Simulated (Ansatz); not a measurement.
`[AlH2][SiH2][SiH]1C[SiH2]1` and `[AlH2][SiH]1C[SiH2]1` differ in one atom or group.

Ansatz, PBE0-D4/def2-TZVP geometries, multiplicity 1. Each molecule was computed in one conformer, which needn't be the lowest. `[AlH2][SiH2][SiH]1C[SiH2]1` holds a close contact that its SMILES doesn't draw: H···Al 1.99 Å.

```json
{"property": "LUMO energy (B3LYP/def2-TZVPP) / eV", "`[AlH2][SiH2][SiH]1C[SiH2]1`": "-1.53"}
{"property": "HOMO energy (PBE/def2-TZVPP) / eV", "`[AlH2][SiH2][SiH]1C[SiH2]1`": "-5.95"}
{"property": "HOMO energy (PBE0/def2-TZVPP) / eV", "`[AlH2][SiH2][SiH]1C[SiH2]1`": "-6.93"}
{"property": "size of the dipole moment (B3LYP/def2-TZVPP) / D", "`[AlH2][SiH2][SiH]1C[SiH2]1`": "1.77"}
{"property": "size of the dipole moment (ωB97M-V/def2-TZVPP) / D", "`[AlH2][SiH2][SiH]1C[SiH2]1`": "1.76"}
{"property": "HOMO energy (B3LYP/def2-TZVPP) / eV", "`[AlH2][SiH2][SiH]1C[SiH2]1`": "-6.75"}
```

Question: Give the same properties after the change, and the shifts. (Best estimate.)

Answer: Ansatz gave: 
```json
{"property": "LUMO energy (B3LYP/def2-TZVPP) / eV", "`[AlH2][SiH]1C[SiH2]1`": "-2.14", "shift": "-0.61"}
{"property": "HOMO energy (PBE/def2-TZVPP) / eV", "`[AlH2][SiH]1C[SiH2]1`": "-5.88", "shift": "0.07"}
{"property": "HOMO energy (PBE0/def2-TZVPP) / eV", "`[AlH2][SiH]1C[SiH2]1`": "-6.75", "shift": "0.18"}
{"property": "size of the dipole moment (B3LYP/def2-TZVPP) / D", "`[AlH2][SiH]1C[SiH2]1`": "1.84", "shift": "0.07"}
{"property": "size of the dipole moment (ωB97M-V/def2-TZVPP) / D", "`[AlH2][SiH]1C[SiH2]1`": "1.75", "shift": "-0.01"}
{"property": "HOMO energy (B3LYP/def2-TZVPP) / eV", "`[AlH2][SiH]1C[SiH2]1`": "-6.55", "shift": "0.20"}
```

With PBE0 the HOMO rises by 0.18 eV and the LUMO falls by 0.59 eV, so the gap narrows by about 0.77 eV. PBE moves the HOMO by 0.07 eV and ωB97M-V by 0.30 eV. Dipoles are sizes alone; their direction can turn.

B3LYP here is the variant with VWN-RPA as its local correlation; programs differ in this.
